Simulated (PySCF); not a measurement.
B₃H₇N₃, SMILES B1NB[NH2+]BN1, charge +1.

The structure is a stationary point at B3LYP-D3(BJ)/def2-SVP. The isomer is the one that the SMILES or the coordinates give; other isomers of the formula were not compared.

Vertical ionisation energy (IE) and electron affinity (EA) in eV. Rows of orbital energies are one-electron estimates. Where ΔSCF, EOM or ADC give a negative EA the extra electron is unbound and the value depends on the basis.

| level | IE | EA |
|---|---|---|
| −ε(HOMO), −ε(LUMO), HF/def2-TZVP (PySCF) | 16.69 | 2.16 |
| −ε(HOMO), −ε(LUMO), PBE/def2-TZVP (PySCF) | ? | ? |

### Question
Fill in the missing entries. (Estimate from the structure and the level; the computed values follow.)

### Answer

- −ε(HOMO), −ε(LUMO), PBE/def2-TZVP (PySCF), IE: 12.55
- −ε(HOMO), −ε(LUMO), PBE/def2-TZVP (PySCF), EA: 7.11
